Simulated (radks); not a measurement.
Values are calculated unless marked as measured or tabulated.
Ionisation of the germanium ion Ge+, [Ar] 3d10 4s2 4p1, to Ge2+, [Ar] 3d10 4s2, under several functionals. Scalar-relativistic Kohn-Sham, spin-unpolarised, spherical densities, finite nucleus; a radial shooting solver on a logarithmic mesh with Libxc functionals.

| functional | E(Ge+) (hartree) | Exc (hartree) | IE (eV) | -e(HOMO) (eV) | <r> HOMO (bohr) | IE error (eV) |
|---|---|---|---|---|---|---|
| exchange-only LDA | -2092.79209 | -73.42135 | 14.554 | 10.352 | 2.583 | -1.380 |
| SOGGA | -2096.77432 | -77.47569 | 15.326 | 11.147 | 2.547 | -0.609 |
| exchange-only r2SCAN | -2097.37622 | -78.05551 | 14.408 | 10.364 | 2.554 | -1.527 |
| Wu-Cohen GGA | -2098.05927 | -78.78297 | 15.481 | 11.279 | 2.534 | -0.454 |
| BP86 | -2099.13727 | -79.87525 | 15.603 | 11.401 | 2.537 | -0.331 |
| XLYP | -2099.26054 | -79.99428 | 15.490 | 11.227 | 2.569 | -0.445 |

NIST Atomic Spectra Database: 15.935 eV (measured). Closest: BP86. The Delta-SCF values span 1.20 eV, the total energies 6.47 hartree. The highest occupied level is 4p. Spin polarisation and multiplet splitting are left out, so open shells lie too high by an amount that depends on their filling.

Beside tabulated values, note that spin-unpolarised runs miss the spin-polarisation part of the exchange energy of open shells.
